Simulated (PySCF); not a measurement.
A geometry optimisation on [OsCl6]2- (`[Cl][Os-2]([Cl])([Cl])([Cl])([Cl])[Cl]`) [triplet].

Computed with PBE0-D3(BJ)/def2-SVP geometry optimisation, gas phase, def2 core potentials past Kr (PySCF 2.14.0). Start geometry: GFN2-xTB. The input is one job of a driver script: a line of settings, then coordinates in Å.

Command:
```bash
OMP_NUM_THREADS=1 python probes_run.py task.json out
```

Input:
```
{"job": {"xc": "PBE0", "basis": "def2-SVP", "d3": "d3bj", "grid": 1, "maxiter": 40, "kind": "geom"}, "charge": -2, "multiplicity": 3}
Os    -0.001360     0.000460     0.002740
Cl    -0.024000    -0.017310     2.328010
Cl     0.028030     0.004540    -2.320090
Cl     2.322070     0.006980     0.016490
Cl    -2.326160     0.003880    -0.010810
Cl    -0.006640     2.324800     0.003270
Cl     0.008070    -2.323350    -0.019610
```

Output:
```
step   0  E = -2850.37049426  max force = 0.018473
step   1  E = -2850.37456574  max force = 0.003139
step   2  E = -2850.37445260  max force = 0.001911
step   3  E = -2850.37483514  max force = 0.000788
step   4  E = -2850.37485997  max force = 0.000420
step   5  E = -2850.37486918  max force = 0.000439
step   6  E = -2850.37487846  max force = 0.000114
optimisation converged
```

Energies in Eh; «max force» is the largest Cartesian gradient component in Eh/bohr.

Problem. How much energy does the optimisation release, in kcal/mol?

Solution. E(step 0) − E(last step) = 0.004384 Eh, which is 2.8 kcal/mol.

Problem. Give the first gradient maximum in eV/Å.

Solution. With 1 Eh/bohr = 51.422 eV/Å, 0.950 eV/Å.

In short: final energy -2850.37488 Eh after 6 steps.

Problem. Where do the atoms end?

Solution. 0.048 Å rms from the input after alignment:
```
atom  x, y, z in Å
Os1    0.0001    0.0003    0.0003
Cl2   -0.0212   -0.0132    2.3872
Cl3    0.0216    0.0117   -2.3866
Cl4    2.3692    0.0046    0.0205
Cl5   -2.3690   -0.0041   -0.0202
Cl6   -0.0050    2.3693    0.0107
Cl7    0.0043   -2.3687   -0.0119
```

The ion is multiply charged and computed in the gas phase, without counter-ions or solvent; whether it holds all its electrons wasn't checked.

Time: 4.1 min. Hardware: one thread of an Arm Neoverse V1, no GPU, shared host.
Labels such as C1 count atoms from 1, the log's own numbers from 0.

Neither the SCF state along the optimisation nor the shape of the open-shell metal species was proved the lowest: other solutions of the same spin, or a structure of lower symmetry, can lie below.
